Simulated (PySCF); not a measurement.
HCl3Ge, charge +1, doublet, geometry from GFN2-xTB (a state made from the parent by changing its charge; the spin is typed, not shown lowest). Base run: PBE/3-21G (PySCF).

Input for PySCF:
```python
from pyscf import gto, scf, dft

mol = gto.Mole()
mol.atom = '''
    Ge   -0.019294   -0.001387    0.270341
    Cl   -0.215770    2.040192   -0.211343
    Cl    1.891285   -0.819100   -0.075632
    Cl   -1.631545   -1.217931   -0.329106
    H    -0.130069   -0.009351    1.822448
'''
mol.basis = '3-21g'
mol.charge = 1
mol.spin = 1
mol.verbose = 4
mol.build()

mf = dft.UKS(mol)
mf.xc = 'pbe'
mf.kernel()
mo_i, mo_e, stable_i, stable_e = mf.stability(internal=True, external=False, return_status=True, nroots=6, tol=1e-6)
print('internally stable:', stable_i, ' externally stable:', stable_e)
if not stable_i:
    umf = mf.copy()
    umf.scf_summary = {}
    umf.kernel(umf.make_rdm1(mo_i, mf.mo_occ))
```

The bond that is stretched is that between atoms 3 and 1. A test that says stable can miss a lower solution.

Variants of this job, named by their change:

| change | ΔE vs base (mEh) | <S^2> | stability test says | outcome |
|---|---|---|---|---|
| base | 0.000 | 0.753 | internally stable (external not tested) | converged |
| bond × 1.25 | - | - | - | not converged |
| bond × 1.5 | 35.929 | 0.754 | internally stable (external not tested) | converged |
| bond × 1.8 | 48.714 | 0.760 | internally stable (external not tested) | converged |
| bond × 2.2 | - | - | - | not converged |
| bond × 3.0 | - | - | - | not converged |

On stretching, the SCF can end on different states; <S^2> shows the spin contamination of each.
